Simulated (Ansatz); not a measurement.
PtF₂⁺. Charge 1, multiplicity 2. Geometry PBE-D4/def2-TZVP, that of the neutral singlet; atoms count from 1.

```xyz
3

Pt   -0.047   -0.454    0.115
F     1.380   -0.161   -1.026
F    -1.332    0.615    0.910
```

In the def2 sets Pt takes a core potential; there is no spin–orbit coupling. The charge 1 doublet is spin-contaminated (final ⟨S²⟩ up to 1.28, 0.75 for a pure state). The structure comes from a short search, and lower isomers may exist.

(1) Estimate the Mulliken populations from the PBE0/def2-TZVP orbitals of Ansatz.

(2) Where does the spin sit?

(3) And the Mayer bond orders between heavy atoms (over 0.3)?

Answers

(1) 
| atom | charge (e) | spin (α − β) | d electrons |
| --- | --- | --- | --- |
| Pt1 | 1.34 | 0.89 | 8.00 |
| F2 | -0.17 | 0.06 | – |
| F3 | -0.17 | 0.06 | – |
Mulliken values depend strongly on the basis.

(2) Summed by element: Pt 0.89, F 0.11, of 1 unpaired in all. Largest on single atoms: Pt1 0.89, F2 0.06, F3 0.06.

(3) Pt1–F2 1.11 (1.85 Å); Pt1–F3 1.11 (1.85 Å).
